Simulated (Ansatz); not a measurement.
Energy difference R1 + R2 → P1, each structure at its B3LYP-D3(BJ)/def2-TZVP stationary point, reached from a drawn start (curvature not checked).
R1: C atom, charge 0, multiplicity 3.
P1: CH2O (SMILES C=O), charge 0, multiplicity 1.
R2, H2O (SMILES O) (charge 0, multiplicity 1, Z-matrix in Å and degrees):
```
O
H 1 0.9627
H 1 0.9627 2 105.24
```

P less R. No zero-point or thermal terms; singlets are restricted closed shells; open shells are unrestricted; no spin–orbit coupling.

Correlated levels freeze the cores.

Programs: Ansatz (a program for electronic structure) with Gaussian orbitals. Each number belongs to the level named beside it.

| level | reaction energy (kJ/mol) |
|---|---|
| SVWN5/def2-TZVPP | -704.8 |
| PBE/def2-TZVPP | -639.9 |
| BLYP/def2-TZVPP | -612.5 |
| revPBE/def2-TZVPP | -615.1 |
| B3LYP/def2-TZVPP | -601.0 |
| CAM-B3LYP/def2-TZVPP | -601.3 |
| MP2/cc-pVDZ | -593.1 |
| MP2/cc-pVQZ | -608.1 |
| SCS-MP2/cc-pVTZ | [?] |

Task: Fill in the missing entries.

Result: 
- SCS-MP2/cc-pVTZ, reaction energy (kJ/mol): -596.7
